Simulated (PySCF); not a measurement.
C4H9O2Si, doublet (typed; the unrestricted solution is spin-contaminated), geometry from GFN2-xTB. Base run: DF-HF/6-31G (PySCF).

Input for PySCF:
```python
from pyscf import gto, scf

mol = gto.Mole()
mol.atom = '''
    C    -2.63976547   -0.71890640   -0.36072929
    C    -1.40115394   -1.13608991   -0.07651608
    Si   -0.02884822   -0.05590286    0.56748430
    O     1.46502206   -0.42122896   -0.00209172
    C     2.07250668   -1.66693517   -0.13660589
    O    -0.18585370    1.54567283    0.41857635
    C     0.27300157    2.38939802   -0.61026395
    H    -2.88901294    0.32823208   -0.37991117
    H    -3.43262705   -1.40506812   -0.61117153
    H    -1.22715998   -2.20654713   -0.03935828
    H     2.15672978   -2.16647299    0.83210851
    H     3.07155826   -1.50924196   -0.54551187
    H     1.50479701   -2.31004468   -0.81367072
    H     0.28866065    3.40677451   -0.21857773
    H     1.27557955    2.10541813   -0.93099455
    H    -0.40553005    2.33924027   -1.46487842
'''
mol.basis = '6-31g'
mol.spin = 1
mol.verbose = 4
mol.build()

mf = scf.UHF(mol)
mf = mf.density_fit(auxbasis='def2-universal-jkfit')
mf.kernel()
```

Variants of this job, named by their change:

| change | basis functions | E (Eh) | HOMO (eV) | dipole (D) | core-seconds (rough) |
|---|---|---|---|---|---|
| base | 85 | -595.17254 | -7.81 | 2.42 | 2 |
| basis = STO-3G | 48 | -588.09333 | -5.02 | 1.21 | 1 |
| basis = LANL2DZ | 80 | -310.09633 | -8.01 | 2.34 | 3 |
| basis = 3-21G | 85 | … | … | … | 2 |
| basis = pcseg-0 | 85 | -594.11453 | -7.71 | 2.19 | 2 |
| basis = 6-31G** | 147 | -595.36635 | -7.74 | 1.85 | 6 |
| basis = pcseg-1 | 147 | … | … | … | 7 |
| basis = 6-31+G* | 148 | -595.36358 | -7.92 | 1.96 | 7 |
| basis = cc-pV(D+d)Z | 152 | -595.39557 | -7.83 | 1.78 | 6 |
| basis = def2-SVPD | 222 | -595.07107 | -7.94 | 1.87 | 10 |
| basis = 6-311++G** | 225 | -595.46522 | -7.96 | 1.96 | 20 |
| basis = aug-pcseg-1 | 246 | -595.28969 | -7.94 | 1.84 | 20 |
| basis = 6-311+G(2d,p) | … | … | -7.96 | … | 20 |

Task: What belongs in the gaps?

Result: 
- basis = 3-21G, E (Eh): -592.15964
- basis = 3-21G, HOMO (eV): -7.56
- basis = 3-21G, dipole (D): 2.05
- basis = pcseg-1, E (Eh): -595.26443
- basis = pcseg-1, HOMO (eV): -7.89
- basis = pcseg-1, dipole (D): 1.95
- basis = 6-311+G(2d,p), basis functions: 251
- basis = 6-311+G(2d,p), E (Eh): -595.48259
- basis = 6-311+G(2d,p), dipole (D): 1.88

Totals compare only among sets that treat the same electrons; sets with core potentials leave the core out.

Open shells are given as the SCF converged; they aren't shown to be the lowest states, and a large step between rows can be another state.
